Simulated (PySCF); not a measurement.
SMILES C[Si](C)(C)[SiH2]Cl (C₃H₁₁ClSi₂), singlet, GFN2-xTB optimised geometry.

```
17

Si     0.55    -1.17     0.00
Cl     2.59    -1.17     0.00
Si    -0.26     1.02     0.00
C     -2.17     0.97     0.01
C      0.33     1.97     1.55
C      0.32     1.97    -1.55
H      0.18    -1.97     1.17
H      0.18    -1.98    -1.17
H     -2.55     0.46     0.89
H     -2.59     1.98     0.00
H     -2.56     0.46    -0.86
H     -0.02     1.50     2.46
H     -0.04     3.00     1.55
H      1.41     2.02     1.59
H     -0.04     1.50    -2.46
H     -0.05     3.00    -1.55
H      1.40     2.01    -1.61
```

Density from PBE0/def2-SVP in PySCF 2.14.0 at that geometry.

Minimum of the electron density along straight lines between bonded atoms, close to the bond critical point (lines longer than 1.1 times the sum of covalent radii, or with two minima, are not listed):

```json
[
 {"bond": "Si1–Cl2", "length / Å": "2.034", "ρ at the minimum / e bohr⁻³": "0.094", "∇²ρ there / e bohr⁻⁵": "0.31", "position (fraction from the first atom)": "0.37"},
 {"bond": "Si3–C4", "length / Å": "1.910", "ρ at the minimum / e bohr⁻³": "0.109", "∇²ρ there / e bohr⁻⁵": "0.30", "position (fraction from the first atom)": "0.38"},
 {"bond": "Si3–C5", "length / Å": "1.913", "ρ at the minimum / e bohr⁻³": "0.109", "∇²ρ there / e bohr⁻⁵": "0.29", "position (fraction from the first atom)": "0.38"},
 {"bond": "Si3–C6", "length / Å": "1.913", "ρ at the minimum / e bohr⁻³": "0.108", "∇²ρ there / e bohr⁻⁵": "0.29", "position (fraction from the first atom)": "0.38"},
 {"bond": "Si1–H7", "length / Å": "1.467", "ρ at the minimum / e bohr⁻³": "0.118", "∇²ρ there / e bohr⁻⁵": "0.31", "position (fraction from the first atom)": "0.49"},
 {"bond": "Si1–H8", "length / Å": "1.467", "ρ at the minimum / e bohr⁻³": "0.118", "∇²ρ there / e bohr⁻⁵": "0.31", "position (fraction from the first atom)": "0.49"},
 {"bond": "C4–H9", "length / Å": "1.086", "ρ at the minimum / e bohr⁻³": "0.272", "∇²ρ there / e bohr⁻⁵": "-0.97", "position (fraction from the first atom)": "0.62"},
 {"bond": "C4–H11", "length / Å": "1.086", "ρ at the minimum / e bohr⁻³": "0.272", "∇²ρ there / e bohr⁻⁵": "-0.97", "position (fraction from the first atom)": "0.62"},
 {"bond": "C5–H12", "length / Å": "1.087", "ρ at the minimum / e bohr⁻³": "0.272", "∇²ρ there / e bohr⁻⁵": "-0.97", "position (fraction from the first atom)": "0.62"},
 {"bond": "C5–H13", "length / Å": "1.087", "ρ at the minimum / e bohr⁻³": "0.271", "∇²ρ there / e bohr⁻⁵": "-0.97", "position (fraction from the first atom)": "0.62"},
 {"bond": "C5–H14", "length / Å": "1.086", "ρ at the minimum / e bohr⁻³": "0.272", "∇²ρ there / e bohr⁻⁵": "-0.98", "position (fraction from the first atom)": "0.63"},
 {"bond": "C6–H15", "length / Å": "1.087", "ρ at the minimum / e bohr⁻³": "0.272", "∇²ρ there / e bohr⁻⁵": "-0.97", "position (fraction from the first atom)": "0.62"},
 {"bond": "C6–H16", "length / Å": "1.087", "ρ at the minimum / e bohr⁻³": "0.271", "∇²ρ there / e bohr⁻⁵": "-0.97", "position (fraction from the first atom)": "0.62"},
 {"bond": "C6–H17", "length / Å": "1.086", "ρ at the minimum / e bohr⁻³": "0.272", "∇²ρ there / e bohr⁻⁵": "-0.98", "position (fraction from the first atom)": "0.63"}
]
```
